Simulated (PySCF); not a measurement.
**Spin states of CaCl**

Unrestricted PBE0; Ca def2-SVP, Cl def2-SVP; no relativity (PySCF 2.14). Outer shells of the fragments: Ca 4s2; Cl 3s2 3p5.

Followed along the bond (rough minima from three points):

```json
{"2Ms+1": "2", "unpaired": "σ ↑", "⟨S²⟩ at the start": "0.75", "R at minimum (Å)": "2.43", "Te (eV)": "0.00"}
{"2Ms+1": "4", "unpaired": "σ ↑, π ↑, δ ↑", "⟨S²⟩ at the start": "3.75", "R at minimum (Å)": "none in the scan", "Te (eV)": "≤ 6.40"}
```

Solutions found at the starting distance of 2.560 Å, counted from the lowest of them; the search is not exhaustive and high or unbound solutions are not listed, so other states can lie among these:

```tsv
2Ms+1	unpaired	term	E (eV)	⟨S²⟩	⟨Lz²⟩	μ (D)
2	σ ↑	²Σ⁺	0.00	0.75	0.00	-4.75
2	π ↑	²Π	1.93	0.75	1.00	-4.93
2	δ ↑	²Δ	2.16	0.75	4.00	-8.34
4	σ ↑, π ↑, δ ↑	not assigned	6.55	3.75	4.03	3.30
4	σ ↑, π ↑, δ ↑	mixed	6.56	3.75	5.00	2.34
4	σ ↑, π ↑↑	mixed	6.56	3.75	2.02	1.00
```

A term symbol is given only where ⟨S²⟩ and ⟨Lz²⟩ are close to those of a pure state; real π, δ and φ orbitals otherwise mix terms. A positive dipole means Ca(−)Cl(+).

Counting both spins, an empty level lies below a filled one in some of these solutions, because spin and occupation are held.
